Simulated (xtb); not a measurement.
C₂H₃N₃, SMILES c1nc[nH]n1. All values are semi-empirical tight-binding results from xtb (GFN2-xTB unless named), good for trends rather than for accurate numbers. The structure is a stationary point at GFN2-xTB.

Problem. Estimate the properties. (The exact figures need the calculation; the answer reports its results.)

Solution. 
```json
{
  "point_group_as_xtb_finds_it": "Cs",
  "orbital_gap": "4.27 eV",
  "dipole_moment": "3.03 D",
  "zero_point_energy": "36.3 kcal/mol",
  "G − E(el) at 298.15 K (modified RRHO)": "19.9 kcal/mol",
  "static polarisability (D4 model)": "45.1 bohr³",
  "solvation energy, GFN2-xTB/ALPB(water)": "-7.8 kcal/mol",
  "solvation energy, GFN2-xTB/ALPB(thf)": "-6.7 kcal/mol"
}
```

Problem. Give the IR lines (harmonic; lines under 4 % of the strongest left out, lines within 3 cm⁻¹ merged). (The exact figures need the calculation; the answer reports its results.)

Solution. ν (cm⁻¹): 603 (m), 652 (m), 674 (s), 818 (w), 927 (w), 938 (m), 1059 (m), 1095 (w), 1138 (w), 1193 (m), 1315 (m), 1353 (w), 1385 (m), 1514 (vs), 3185 (w), 3200 (w), 3448 (w) (against the strongest line: vs over 80 %, s over 45 %, m over 15 %, w over 4 %, vw less)
